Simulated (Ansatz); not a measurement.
Gas-phase electronic energies from Ansatz, PBE0-D4/def2-TZVP geometries. CCSD(T)/CBS adds triple-zeta CCSD(T) − MP2 to the extrapolated MP2 energy (def2 sets, frozen cores). This one scheme is used for every species. Functionals use def2-TZVPP. B3LYP here is the variant with VWN-RPA as its local correlation; programs differ in this. HSE06 is defined as in plane-wave codes. Open shells (•) are unrestricted, without spin–orbit coupling. For Se outer-core shells are correlated without core-valence functions, which leaves a few kJ/mol of doubt a bond. Scalar relativity is left out up to krypton. Each species was taken in one conformer, which may not be the lowest.

`C[SiH2][Se][SiH3]` → `[CH3]`• + `[SiH2][Se][SiH3]`•  (homolysis of the C–Si bond)

| level | ΔE (kJ/mol) | difference from CCSD(T)/CBS |
| --- | --- | --- |
| LDA (SPW92) | 427.5 | 39.1 |
| revPBE-D4 | 360.5 | -27.9 |
| BLYP-D4 | 356.9 | -31.5 |
| r2SCAN-D4 | 355.2 | -33.2 |
| B97M-V | 376.7 | -11.7 |
| PBE0-D4 | 372.8 | -15.6 |
| B3LYP-D4 | 365.2 | -23.2 |
| r2SCANh-D4 | 355.6 | -32.8 |
| r2SCAN0-D4 | 356.3 | -32.1 |
| HSE06-D4 | 372.7 | -15.7 |
| CAM-B3LYP-D4 | 373.6 | -14.8 |
| ωB97X-V | 391.4 | 3.0 |
| ωB97M-V | 392.3 | 3.9 |
| B2PLYP | 368.0 | -20.4 |
| PBE-QIDH | 381.2 | -7.2 |
| PBE | 363.3 | -25.1 |
| revPBE | 341.4 | -47.0 |
| BLYP | 341.2 | -47.2 |
| r2SCAN | 352.9 | -35.5 |
| PBE0 | 365.9 | -22.5 |
| B3LYP | 353.1 | -35.3 |
| r2SCANh | 353.2 | -35.2 |
| r2SCAN0 | 353.6 | -34.8 |
| HSE06 | 366.3 | -22.1 |
| CAM-B3LYP | 366.5 | -21.9 |
| LC-ωPBE | 370.7 | -17.7 |
| RPA@PBE/def2-TZVPP | 364.3 | -24.1 |
| HF/def2-SVP | 276.3 | -112.1 |
| MP2/def2-SVP | 376.8 | -11.6 |
| CCSD/def2-SVP | 357.7 | -30.7 |
| CCSD(T)/def2-SVP | 363.4 | -25.0 |
| HF/def2-TZVPP | 274.2 | -114.2 |
| MP2/def2-TZVPP | 392.9 | 4.5 |
| CCSD/def2-TZVPP | 369.5 | -18.9 |
| CCSD(T)/def2-TZVPP | 377.5 | -10.9 |
| HF/def2-QZVPP | 274.2 | -114.2 |
| MP2/def2-QZVPP | 399.2 | 10.8 |
| SCS-MP2/def2-QZVPP | 395.8 | 7.4 |
| HF/CBS(def2) | 274.2 | -114.2 |
| CCSD/CBS(def2) | 380.4 | -8.0 |
| CCSD(T)/CBS | 388.4 | 0 |

Largest T1 diagnostic among the species: 0.014.

In def2-TZVPP, CCSD(T) changes the Hartree–Fock value by +103.3 kJ/mol (the triples alone add +8.0 kJ/mol) and MP2 by +118.7 kJ/mol; breaking electron pairs costs correlation energy, which Hartree–Fock lacks. The D4 term adds +12.0 kJ/mol with B3LYP and +6.8 kJ/mol with PBE0; it sums over pairs of atoms, weighted by their polarisabilities, and B3LYP, whose exchange is more repulsive, gets the larger term. Leaving LDA and LC-ωPBE aside and taking each functional with its dispersion term where it has one, the values spread over 37.1 kJ/mol, from r2SCAN-D4 to ωB97M-V. LDA lies +64.2 kJ/mol from PBE without D4, its usual overbinding.

CCSD(T)/CBS has its own doubt, a few kJ/mol and more with outer-core shells, so smaller differences from it don't rank the levels.
